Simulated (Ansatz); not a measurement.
```xyz
4

C    -0.0340   -0.0204   -1.0521
S    -0.0354    0.0071    0.5501
H    -0.0320   -0.9570   -1.6398
H    -0.0063    0.8801   -1.6131
```

Basis set: STO-3G (spherical functions). Correlated methods keep 6 orbitals frozen. Charge 0, multiplicity 1.

Computed with Ansatz (development build ahead of 0.2.0); each method stands on the lowest determinant of its kind that the runs found. Restricted open shells among the atoms or ions are ROHF, correlated in semicanonical orbitals with singles.

The atomization energy at this shape (free ground-state atoms in the same class of orbitals less the molecule, no zero-point energy) of singlet CH2S:

```csv
method,atomization energy
RHF-MP2,13.72 eV
```

What does RHF give?

11.08 eV.

This basis has no polarisation functions and is too small for such energies, which can lie far from measured ones in either direction.
